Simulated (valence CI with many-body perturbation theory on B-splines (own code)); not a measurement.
Values are calculated unless marked as measured or tabulated.
# Xe XXIII: what each term of the Hamiltonian does

Method: relativistic CI+MBPT: four valence electrons over a frozen Dirac-Fock core [Ar] 3d10, radial functions for each j: 11 s, 11 p, 9 d, 7 f, 5 g, 2 h, 1 i, with the one-electron correlation potential Σ1 (screened to all orders), the two-electron term Σ2, the three-electron term Σ3, Breit, model QED; selected single and double excitations, second order for the rest (own B-spline code, finite nucleus).

No measured spectrum was set against this ion. As an estimate, levels hold to about 250 cm⁻¹ or 0.2 % of their energy and the worst to 1 %, as in measured heavy ions of charge 2 to 7; those with d or f electrons hold less well.

Each rung adds one term. CI alone is the Dirac-Coulomb CI over the frozen core; QED comes last and gives the full result, which names the levels. Energies are above (4s^2 4p1/2^2) J=0 on the same rung, in eV.

Levels are named by their leading jj configuration (3d3/2^4 stands for four electrons in 3d with j = 3/2), which in mixed levels can hold well under half, so a name can repeat and another be missing. Letters in brackets count levels of one name in rising energy.

| Level | CI alone | Σ1 | Σ2 | Σ3 | Breit | QED | Full |
| --- | --- | --- | --- | --- | --- | --- | --- |
| (4s^2 4p1/2 4p3/2) J=1 | 14.07 | +0.108 | +0.088 | +0.008 | -0.220 | +0.029 | 14.09 |
| (4s^2 4p1/2 4p3/2) J=2 | 16.58 | +0.112 | +0.043 | +0.003 | -0.234 | +0.032 | 16.54 |
| (4s^2 4p3/2^2) J=2 | 32.57 | +0.222 | +0.107 | +0.005 | -0.451 | +0.060 | 32.52 |
| (4s^2 4p3/2^2) J=0 | 38.55 | +0.225 | -0.003 | -0.013 | -0.437 | +0.055 | 38.37 |
| (4s 4p1/2^2 4p3/2) J=2 | 62.43 | +0.118 | +0.392 | +0.029 | -0.057 | -0.267 | 62.64 |
| (4s 4p1/2^2 4p3/2) J=1 | 71.82 | +0.120 | +0.021 | +0.014 | -0.056 | -0.260 | 71.66 |
| (4s 4p1/2 4p3/2^2) J=2 [a] | 76.88 | +0.192 | +0.349 | +0.027 | -0.218 | -0.238 | 76.99 |
| (4s 4p1/2 4p3/2^2) J=3 | 81.16 | +0.208 | +0.286 | +0.024 | -0.269 | -0.233 | 81.18 |
| (4s 4p1/2 4p3/2^2) J=0 | 86.44 | +0.214 | +0.125 | +0.008 | -0.236 | -0.238 | 86.31 |
| (4s 4p1/2 4p3/2^2) J=1 [a] | 88.45 | +0.224 | +0.017 | +0.011 | -0.265 | -0.233 | 88.20 |
| (4s 4p1/2 4p3/2^2) J=2 [b] | 89.04 | +0.202 | +0.003 | +0.019 | -0.286 | -0.204 | 88.77 |
| (4s 4p1/2 4p3/2^2) J=1 [b] | 95.19 | +0.208 | -0.825 | -0.004 | -0.209 | -0.248 | 94.11 |
| (4s^2 4p1/2 4d3/2) J=2 | 100.07 | +0.184 | +0.129 | +0.023 | -0.423 | -0.092 | 99.89 |
| (4s 4p3/2^3) J=2 | 103.26 | +0.203 | -0.111 | +0.016 | -0.428 | -0.119 | 102.82 |
| (4s^2 4p1/2 4d5/2) J=3 | 107.92 | +0.124 | -0.109 | +0.020 | -0.501 | +0.002 | 107.45 |
| (4s^2 4p1/2 4d5/2) J=2 | 111.23 | +0.123 | -0.665 | +0.004 | -0.446 | -0.022 | 110.22 |
| (4s^2 4p1/2 4d3/2) J=1 | 111.26 | +0.149 | -0.659 | -0.004 | -0.389 | -0.059 | 110.30 |
| (4s 4p3/2^3) J=1 | 113.05 | +0.254 | -0.808 | -0.004 | -0.427 | -0.164 | 111.90 |
| (4s^2 4p3/2 4d5/2) J=4 | 120.19 | +0.220 | +0.093 | +0.029 | -0.713 | +0.030 | 119.85 |
| (4s^2 4p3/2 4d3/2) J=2 | 123.40 | +0.199 | -0.598 | +0.008 | -0.589 | -0.001 | 122.42 |
| (4s^2 4p3/2 4d3/2) J=0 | 124.66 | +0.194 | -0.507 | +0.008 | -0.581 | +0.010 | 123.79 |
| (4s^2 4p3/2 4d3/2) J=3 | 125.69 | +0.195 | -0.670 | +0.002 | -0.618 | +0.013 | 124.61 |
| (4s^2 4p3/2 4d3/2) J=1 | 126.09 | +0.208 | -0.626 | +0.004 | -0.600 | -0.001 | 125.07 |
| (4s^2 4p3/2 4d5/2) J=2 | 128.25 | +0.232 | -0.658 | +0.003 | -0.662 | +0.004 | 127.17 |
| (4s^2 4p3/2 4d5/2) J=3 | 134.13 | +0.220 | -0.844 | -0.019 | -0.673 | +0.025 | 132.84 |
| (4s^2 4p3/2 4d5/2) J=1 | 136.17 | +0.233 | -0.767 | -0.031 | -0.659 | +0.011 | 134.95 |
| (4p1/2^2 4p3/2^2) J=2 | 140.12 | +0.192 | -0.097 | +0.032 | -0.079 | -0.504 | 139.66 |
| (4p1/2^2 4p3/2^2) J=0 | 146.97 | +0.216 | -0.334 | +0.015 | -0.082 | -0.515 | 146.27 |
| (4s 4p1/2^2 4d3/2) J=1 | 147.83 | +0.081 | +0.364 | +0.048 | -0.198 | -0.308 | 147.82 |
| (4s 4p1/2^2 4d3/2) J=2 | 149.74 | +0.096 | +0.299 | +0.046 | -0.229 | -0.309 | 149.65 |
| (4s 4p1/2^2 4d5/2) J=3 | 153.57 | +0.125 | +0.282 | +0.048 | -0.318 | -0.294 | 153.41 |

The middle columns are the shifts that each term adds.

(1) How does the ionisation energy move along the ladder, and which term matters most?

## Answers

(1) CI alone 700.63, + Σ1 702.07, + Σ2 702.05, + Σ3 701.95, + Breit 701.37, + QED 701.40 eV. The largest step is Σ1, 1.43 eV. NIST lists 700 ± 4 eV (theoretical).
